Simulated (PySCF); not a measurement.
# Does the structure fit the spectrum?

A compound C$_{4}$H$_{9}$NO$_{2}$Si gives the data below (simulated from a calculation) and was assigned the structure `C=CO[SiH2]CC(N)=O`.

13C{1H} NMR (computed): δ 162.4 (C), 158.5 (C), 101.0 (CH2), 26.2 (CH3).

1H NMR (400 MHz, computed): δ 6.04 (br, 1H), 5.97 (br s, 1H), 4.98 (s, 3H), 4.64 (br s, 1H), 3.18 (d, 3H).

One conformer, fast rotation and ring inversion assumed for equivalent nuclei, isolated molecule, relativity neglected. Shieldings: GIAO PBE0/pcSseg-1; geometry from GFN2-xTB; PySCF 2.14.

References, each an isolated molecule treated in the same way: TMS for 1H and 13C.

Task: Compare with the shifts computed for the proposed structure, pairing carbons in order of shift.

Result: Atoms are numbered as in `[CH2:1]=[CH:2][O:3][SiH2:4][CH2:5][C:6]([NH2:7])=[O:8]` (H(Xn): hydrogen on atom n).

```json
{"atom": "C6", "computed for proposal": "173.6", "given list": "162.4", "difference": "+11.2"}
{"atom": "C2", "computed for proposal": "152.8", "given list": "158.5", "difference": "-5.7"}
{"atom": "C1", "computed for proposal": "103.0", "given list": "101.0", "difference": "+2.0"}
{"atom": "C5", "computed for proposal": "27.6", "given list": "26.2", "difference": "+1.4"}
```

The rms difference is 6.4 ppm and the largest +11.2 ppm at C6 (amide carbonyl carbon). The carbon types in order of shift don't match either: C, CH, CH2, CH2 for the proposal against C, C, CH2, CH3 in the data. The proposal doesn't fit.

Task: Which isomer fits?

Result: SMILES C=C(O[SiH3])C(=O)NC.

Carbon types of the structure: 2 × C, 1 × CH2, 1 × CH3, leaving 4 H on heteroatoms. δC 162.4: amide carbonyl carbon; it is a carbonyl in resonance with an O or N lone pair, the region of acids, esters and amides. δC 158.5: alkene carbon bearing oxygen; an sp2 carbon further deshielded by the attached heteroatom. δC 101.0: β carbon of a C=C–C=O unit. δH 3.18: hydrogen on a methyl carbon bonded to N; its carbon carries N, which withdraws density.

This is the structure that produced the data.

OH and NH positions are those of a molecule without intermolecular hydrogen bonds; in solution they move with solvent, concentration and temperature, and exchange usually removes their couplings. Amide-type NH protons are broadened by 14N but still split neighbouring CH signals. Shifts are as computed. Against solution values, carbons near 30 ppm lie about +3 ppm off and those near 130 ppm about +5 ppm. Of 1309 compounds with measured shifts, 239 miss one by over three times the rms of a fit or turn the order of signals round; such compounds aren't used in these exercises. The C=O carbon of an acid or of an amide with N–H lies up to 10 ppm further downfield in solution, through hydrogen bonding that the calculation lacks. No couplings were computed; multiplicities are counted from neighbouring protons, with m where these are inequivalent, close in shift, in a saturated or five-membered ring or joined by F or P, and br s for small geminal =CH2 splittings.
